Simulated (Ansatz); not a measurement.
`BN[SiH2][SiH3]` + `[AlH2][SiH2][SiH3]` → `[AlH2][SiH]([SiH3])[SiH3]` + `BN[SiH3]`  (formal exchange of groups at the Si–Si bond)

Calculated with Ansatz (gas phase, PBE0-D4/def2-TZVP geometries, no zero-point term in ΔE). CCSD(T)/CBS is the MP2 limit (def2-TZVPP, def2-QZVPP) plus CCSD(T) − MP2 in def2-TZVPP, frozen cores. Functionals use def2-TZVPP. One conformer a species, not always the lowest.

(1) Is it downhill or uphill in electronic energy at CCSD(T)/CBS, and by how much? (Best estimate.)

(2) What do these levels give: PBE-D4, ωB97M-V, B2PLYP, CCSD/def2-TZVPP, HF/CBS(def2), CCSD/CBS(def2)? (An estimate is asked.)

Largest T1 diagnostic among the species: 0.014.

Results:

(1) The calculation gave: Downhill: ΔE = -21.8 kJ/mol.

(2) The calculation gave: PBE-D4 -19.1, ωB97M-V -21.0, B2PLYP -19.2, CCSD/def2-TZVPP -19.8, HF/CBS(def2) -16.3, CCSD/CBS(def2) -20.3 kJ/mol.

In def2-TZVPP, CCSD(T) changes the Hartree–Fock value by −4.8 kJ/mol (the triples alone add −1.5 kJ/mol) and MP2 by −9.5 kJ/mol. The D4 term adds −3.6 kJ/mol with B3LYP and −2.1 kJ/mol with PBE0; it sums over pairs of atoms, weighted by their polarisabilities, and B3LYP, whose exchange is more repulsive, gets the larger term.

B3LYP here is the variant with VWN-RPA as its local correlation; programs differ in this.
